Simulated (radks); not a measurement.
Values are calculated unless marked as measured or tabulated.
Spherical quantum dot in the effective-mass picture: electrons in a hard-walled sphere of radius 2.41, all in effective atomic units (hartree* = m*/eps^2 hartree, bohr* = eps/m* bohr), one dielectric constant everywhere. Level of theory: non-relativistic Kohn-Sham, LDA (Slater exchange, Perdew-Wang correlation), spin-polarised, spherical densities (a radial shooting solver with Libxc functionals). Levels are named by radial order and angular momentum (1s, 1p, 1d, 2s, ...), and open shells are averaged over m. Each electron was tried in the lowest free levels, single moves between levels near the top were tried too, and the lowest total energy was kept; such a search can miss a lower state. At N = 1 the Hartree and exchange-correlation terms need not cancel, so that row can carry a self-interaction error.

N	open shells	2S	E (hartree*)	mu = E(N) - E(N-1) (hartree*)	addition energy mu(N+1) - mu(N) (hartree*)	e(HOMO) (hartree*)	rms radius (bohr*)
1	1s(up 1, down 0)	1	0.874724	0.87472	0.6701	1.1327	1.290
2	none	0	2.41951	1.5448	1.335	1.8105	1.328
3	1p(up 1, down 0)	1	5.29913	2.8796	0.5256	3.1389	1.408
4	1p(up 2, down 0)	2	8.70435	3.4052	0.5392	3.6736	1.452
5	1p(up 3, down 0)	3	12.6488	3.9444	0.6924	4.2160	1.482
6	1p(up 3, down 1)	2	17.2856	4.6369	0.5166	4.8924	1.505
7	1p(up 3, down 2)	1	22.4391	5.1534	0.5276	5.4161	1.524
8	none	0	28.1201	5.6810	1.487	5.9467	1.540
9	1d(up 1, down 0)	1	35.2884	7.1683	0.5097	7.4225	1.563
10	1d(up 2, down 0)	2	42.9664	7.6780	0.5125	7.9339	1.581
11	1d(up 3, down 0)	3	51.1568	8.1905	0.5141	8.4474	1.597
12	1d(up 4, down 0)	4	59.8615	8.7046	0.5151	8.9620	1.610
13	1d(up 5, down 0)	5	69.0812	9.2197	0.6572	9.4774	1.623
14	1d(up 5, down 1)	4	78.9580	9.8768	0.5026	10.128	1.633
15	1d(up 5, down 2)	3	89.3374	10.379	0.5053	10.632	1.643
16	1d(up 5, down 3)	2	100.222	10.885	0.5070	11.138	1.652
17	1d(up 5, down 4)	1	111.614	11.392	0.5080	11.646	1.661
18	none	0	123.513	11.900	1.652	12.154	1.668
19	1f(up 1, down 0)	1	137.065	13.551	0.4965	13.800	1.678
20	1f(up 2, down 0)	2	151.113	14.048	0.4973	14.296	1.686
21	1f(up 3, down 0)	3	165.658	14.545	0.4978	14.794	1.695
22	1f(up 4, down 0)	4	180.701	15.043	0.4982	15.292	1.702
23	1f(up 5, down 0)	5	196.242	15.541	0.4984	15.790	1.709
24	1f(up 6, down 0)	6	212.282	16.040	0.4985	16.289	1.715
25	1f(up 7, down 0)	7	228.820	16.538	0.6329	16.788	1.721
26	1f(up 7, down 1)	6	245.991	17.171	0.4916	17.417	1.727
27	1f(up 7, down 2)	5	263.654	17.663	0.4924	17.909	1.733
28	1f(up 7, down 3)	4	281.809	18.155	0.4930	18.402	1.738
29	1f(up 7, down 4)	3	300.458	18.648	0.4935	18.895	1.743
30	1f(up 7, down 5)	2	319.599	19.142	0.4938	19.389	1.748
31	1f(up 7, down 6)	1	339.235	19.635	0.4940	19.882	1.752
32	none	0	359.364	20.129	-	20.376	1.756

All shells are closed at N = 2, 8, 18, 32 (there: 1s2 1p6 1d10 1f14); the second difference of the energy has clear peaks (12 % above both neighbours; the first and last values, which can be the largest, are not judged, and half-filled shells can peak too) at N = 2, 5, 8, 13, 18, 25.
